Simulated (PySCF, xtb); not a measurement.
Si(F)(SiH3) (FH3Si2), SMILES F[Si][SiH3] (connectivity only; charge and spin as stated), neutral, multiplicity 1.

Harmonic wavenumbers (cm⁻¹) from GFN2-xTB (xtb) at its own minimum, in rising order: 82, 164, 339, 376, 509, 696, 809, 822, 863, 2126, 2130, 2181.

Problem. What does B3LYP-D3(BJ)/def2-TZVP run with PySCF give at its own minimum? (An estimate is asked for; the answer gives what the named calculation found.)

Solution. 39, 163, 319, 362, 476, 809, 865, 934, 945, 2178, 2191, 2200. Paired by order, the mean absolute difference is 51 cm⁻¹ and the zero-point energies are 15.9 and 16.4 kcal/mol.
